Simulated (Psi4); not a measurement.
C$_{8}$H$_{10}$, charge +1, doublet, at a GFN2-xTB geometry (a state made from the parent by changing its charge; the spin is typed, not shown lowest); B3LYP5/STO-3G (Psi4).

Psi4 was given this input:
```
memory 2 GB

molecule mol {
1 2
C     2.871523    0.086918    0.068617
C     1.408866    0.036830    0.030838
C     0.689369    0.647648   -1.027598
C    -0.676733    0.604017   -1.062177
C    -1.408104   -0.053014   -0.040548
C    -2.871028   -0.097426   -0.074922
C    -0.689275   -0.649630    1.026409
C     0.676829   -0.606053    1.060956
H     3.303848    0.153766   -0.929200
H     3.186069    0.999309    0.593531
H     3.295939   -0.745172    0.628673
H     1.237812    1.147000   -1.812300
H    -1.215563    1.068645   -1.874374
H    -3.265170   -0.974995    0.436485
H    -3.269421    0.770427    0.468260
H    -3.259758   -0.023033   -1.089575
H    -1.237906   -1.144985    1.813509
H     1.215471   -1.066701    1.875541
}

set {
  basis sto-3g
  reference uks
  scf_type pk
  puream true
  d_convergence 1e-8
  dft_radial_points 99
  dft_spherical_points 590
}

energy('b3lyp5')
print_variables()
```

Output, abridged:

```
   => Loading Basis Set <=

    Name: STO-3G
    Role: ORBITAL
    Keyword: BASIS

         ---------------------------------------------------------
                                   SCF
               by Justin Turney, Rob Parrish, Andy Simmonett
                          and Daniel G. A. Smith
                              UKS Reference
         ---------------------------------------------------------

  ==> Geometry <==

    Molecular point group: c1
    Full point group: C1

    Geometry (in Angstrom), charge = 1, multiplicity = 2:

       Center              X                  Y                   Z               Mass
    ------------   -----------------  -----------------  -----------------  -----------------
         C            2.871441766698     0.088641417865     0.069651000300    12.000000000000
         C            1.408784766698     0.038553417865     0.031872000300    12.000000000000
         C            0.689287766698     0.649371417865    -1.026563999700    12.000000000000
         C           -0.676814233302     0.605740417865    -1.061142999700    12.000000000000
         C           -1.408185233302    -0.051290582135    -0.039513999700    12.000000000000
         C           -2.871109233302    -0.095702582135    -0.073887999700    12.000000000000
         C           -0.689356233302    -0.647906582135     1.027443000300    12.000000000000
         C            0.676747766698    -0.604329582135     1.061990000300    12.000000000000
         H            3.303766766698     0.155489417865    -0.928165999700     1.007825032230
         H            3.185987766698     1.001032417865     0.594565000300     1.007825032230
         H            3.295857766698    -0.743448582135     0.629707000300     1.007825032230
         H            1.237730766698     1.148723417865    -1.811265999700     1.007825032230
         H           -1.215644233302     1.070368417865    -1.873339999700     1.007825032230
         H           -3.265251233302    -0.973271582135     0.437519000300     1.007825032230
         H           -3.269502233302     0.772150417865     0.469294000300     1.007825032230
         H           -3.259839233302    -0.021309582135    -1.088540999700     1.007825032230
         H           -1.237987233302    -1.143261582135     1.814543000300     1.007825032230
         H            1.215389766698    -1.064977582135     1.876575000300     1.007825032230

  Running in c1 symmetry.

  Rotational constants: A =      0.17535  B =      0.04930  C =      0.03902 [cm^-1]
  Rotational constants: A =   5256.98321  B =   1478.07946  C =   1169.83260 [MHz]
  Nuclear repulsion =  341.782295972358270

  Charge       = 1
  Multiplicity = 2
  Electrons    = 57
  Nalpha       = 29
  Nbeta        = 28

  ==> Algorithm <==

  SCF Algorithm Type is PK.
  DIIS enabled.
  MOM disabled.
  Fractional occupation disabled.
  Guess Type is SAD.
  Energy threshold   = 1.00e-06
  Density threshold  = 1.00e-08
  Integral threshold = 1.00e-12

  ==> Primary Basis <==

  Basis Set: STO-3G
    Blend: STO-3G
    Number of shells: 34
    Number of basis functions: 50
    Number of Cartesian functions: 50
    Spherical Harmonics?: true
    Max angular momentum: 1

  ==> DFT Potential <==

   => LibXC <=

    Version 7.1.2
    S. Lehtola, C. Steigemann, M. J. T. Oliveira, and M. A. L. Marques,  SoftwareX 7, 1–5 (2018) (10.1016/j.softx.2017.11.002)

   => Composite Functional: B3LYP5 <=

    B3LYP5 Hyb-GGA Exchange-Correlation Functional

    P. J. Stephens, F. J. Devlin, C. F. Chabalowski, and M. J. Frisch,  J. Phys. Chem. 98, 11623 (1994) (10.1021/j100096a001)

    Deriv               =              1
    GGA                 =           TRUE
    Meta                =          FALSE

    Exchange Hybrid     =           TRUE
    MP2 Hybrid          =          FALSE

   => Exchange Functionals <=

    0.0800   Slater exchange
    0.7200         Becke 88

   => Exact (HF) Exchange <=

    0.2000               HF

[...]
   -------------------------
     A         50      50
   -------------------------
    Total      50      50
   -------------------------

  ==> Iterations <==

                        Total Energy        Delta E     RMS |[F,P]|

   @UKS iter SAD:  -303.10781863208285   -3.03108e+02   0.00000e+00
   @UKS iter   1:  -306.59814423634816   -3.49033e+00   4.81176e-03 ADIIS/DIIS
   @UKS iter   2:  -306.60932696165025   -1.11827e-02   4.18204e-03 ADIIS/DIIS
   @UKS iter   3:  -306.63871421447237   -2.93873e-02   7.03169e-04 ADIIS/DIIS
   @UKS iter   4:  -306.63950868519356   -7.94471e-04   1.21692e-04 ADIIS/DIIS
   @UKS iter   5:  -306.63956509920592   -5.64140e-05   3.09926e-05 DIIS
   @UKS iter   6:  -306.63956892020656   -3.82100e-06   1.82558e-05 DIIS
   @UKS iter   7:  -306.63956959891294   -6.78706e-07   3.24290e-06 DIIS
   @UKS iter   8:  -306.63956962095432   -2.20414e-08   1.06790e-06 DIIS
   @UKS iter   9:  -306.63956962227184   -1.31752e-09   8.87420e-07 DIIS
   @UKS iter  10:  -306.63956962357065   -1.29882e-09   8.86658e-08 DIIS
   @UKS iter  11:  -306.63956962359822   -2.75691e-11   2.66699e-08 DIIS
   @UKS iter  12:  -306.63956962359862   -3.97904e-13   3.30194e-08 DIIS
   @UKS iter  13:  -306.63956962360055   -1.93268e-12   7.62375e-09 DIIS
  Energy and wave function converged.

  ==> Post-Iterations <==

   Electrons on quadrature grid:
      Nalpha   =   29.0000041614 ; deviation = 4.161e-06
      Nbeta    =   28.0000041894 ; deviation = 4.189e-06
      Ntotal   =   57.0000083508 ; deviation = 8.351e-06

   @Spin Contamination Metric:   9.192031247E-03
   @S^2 Expected:                7.500000000E-01
   @S^2 Observed:                7.591920312E-01
   @S   Expected:                5.000000000E-01
   @S   Observed:                5.000000000E-01

    Orbital Energies [Eh]
    ---------------------

    Alpha Occupied:

[...]
    Alpha Virtual:

[...]
    Beta Occupied:

[...]
      28A     -0.425675

    Beta Virtual:

[...]
      50A      0.574635

    Final Occupation by Irrep:
              A
    DOCC [    28 ]
    SOCC [     1 ]
    NA   [    29 ]
    NB   [    28 ]

  @UKS Final Energy:  -306.63956962360055

   => Energetics <=

    Nuclear Repulsion Energy =            341.7822959723582699
    One-Electron Energy =               -1078.3290397293164915
    Two-Electron Energy =                 467.4626805042115052
    DFT Exchange-Correlation Energy =     -37.5555063708538341
    Empirical Dispersion Energy =           0.0000000000000000
    VV10 Nonlocal Energy =                  0.0000000000000000
    Total Energy =                       -306.6395696236005506

  UHF NO Occupations:
  HONO-2 :   27  A 1.9998614
  HONO-1 :   28  A 1.9959494
  HONO-0 :   29  A 1.0000000
  LUNO+0 :   30  A 0.0040506
  LUNO+1 :   31  A 0.0001386
  LUNO+2 :   32  A 0.0001321
  LUNO+3 :   33  A 0.0001184

Computation Completed

Properties will be evaluated at   0.000000,   0.000000,   0.000000 [a0]

Properties computed using the SCF density matrix

 Multipole Moments:

 ------------------------------------------------------------------------------------
     Multipole            Electronic (a.u.)      Nuclear  (a.u.)        Total (a.u.)
 ------------------------------------------------------------------------------------

 L = 1.  Multiply by 2.5417464519 to convert [e a0] to [Debye]
 Dipole X            :          0.0036419           -0.0088978           -0.0052559
 Dipole Y            :         -0.0773320            0.1888956            0.1115636
 Dipole Z            :         -0.0463964            0.1133307            0.0669343
 Magnitude           :                                                    0.1302085

 ------------------------------------------------------------------------------------

  Variable Map:
  ----------------------------------------------------------------------------
[...]
  Array Variable Map:
  ----------------------------------------------------------------------------
[...]
[...]
```
